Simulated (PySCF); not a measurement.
H2OSi, SMILES O[SiH] (connectivity only; charge and spin as stated), neutral, multiplicity 1. Geometry: PBE0-D3(BJ)/def2-TZVP.

TDDFT-LC-ωPBE/def2-TZVPD (PySCF 2.14.0) puts the lowest singlet excitations at 3.22, 5.64, 6.69, 6.75, 7.77, 7.81 eV and the lowest triplet (TDA) at 1.73 eV.

**Question.** What are the lowest singlet roots from EOM-CCSD/aug-cc-pVDZ (PySCF)? (Estimate from the structure and the level; the computed values follow.)

**Answer.** 3.42, 5.50, 6.34, 6.76, 7.13, 7.42 eV; triplets 2.09, 4.60, 5.95 eV. S1 differs by 0.21 eV (second minus first; roots are paired by order, and the bases may differ).
